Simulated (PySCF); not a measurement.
Species: C5H11SSi (doublet state).
Structure used (GFN2-xTB), in Å, numbered top down from 1:
```xyz
18
C5H11SSi angstrom
C     -3.001    0.135    0.239
C     -1.737   -0.694    0.051
C     -0.999   -0.291   -1.215
S      0.467   -1.329   -1.524
Si     1.702   -0.671    0.147
C      3.441   -0.119   -0.335
C      2.469    1.051   -0.053
H     -3.511   -0.159    1.153
H     -2.757    1.194    0.305
H     -3.681   -0.009   -0.597
H     -1.991   -1.754   -0.007
H     -1.070   -0.556    0.909
H     -1.630   -0.433   -2.092
H     -0.679    0.751   -1.173
H      3.783   -0.211   -1.357
H      4.256   -0.217    0.367
H      2.219    1.668   -0.907
H      2.710    1.652    0.812
```

The hyperfine couplings belong to this conformer and change with its torsions.

Identity: `CCCS[Si]1CC1` [radical].

Computed, not measured: UKS B3LYP, pcH-1 on C H S Si, non-relativistic, mean-field spin-orbit, GIAO (PySCF 2.14.0). Geometry: GFN2-xTB, one conformer, isolated molecule. The geometry wasn't refined by DFT: couplings that depend on bond lengths, twists or pyramidal angles can differ widely from those at the functional's own minimum, by a factor of two or more for some ions and for spin on atoms past the first row. No stability test was run, so a lower SCF solution isn't excluded.

Problem. Predict the first-order ENDOR lines of H13/H14, H11/H12, H15/H16/H17/H18 and H8/H9/H10 under fast tumbling at B = 342.2 mT (X band).

Solution. ν± = |νn ± a/2|, one line for each electron-spin manifold; νn = |g_N| × 7.62259 MHz/T × B.

| nuclei | isotope | g_N | νn (MHz) | a_iso (MHz) | lower line (MHz) | upper line (MHz) |
| --- | --- | --- | --- | --- | --- | --- |
| H13/H14 | 1H | 5.5857 | 14.57 | 6.32 | 11.41 | 17.73 |
| H11/H12 | 1H | 5.5857 | 14.57 | 1.35 | 13.90 | 15.24 |
| H15/H16/H17/H18 | 1H | 5.5857 | 14.57 | 1.34 | 13.90 | 15.24 |
| H8/H9/H10 | 1H | 5.5857 | 14.57 | 0.77 | 14.19 | 14.95 |

Problem. Which pairs are centred on the nuclear Larmor frequency, and which on half the coupling?

Solution. Centred on νn, since |a| < 2νn: H13/H14, H11/H12, H15/H16/H17/H18 and H8/H9/H10. No pair has |a| > 2νn.

Class means assume fast exchange of nuclei equivalent by connectivity; if that motion is slow, each nucleus keeps its own coupling. The 1H value of +6.3 MHz is a mean of couplings from 0.1 to 12.6 MHz in this one geometry, not an average over conformers. The 1H value of +1.3 MHz is a mean of couplings from -1.1 to 6.6 MHz in this one geometry, not an average over conformers.
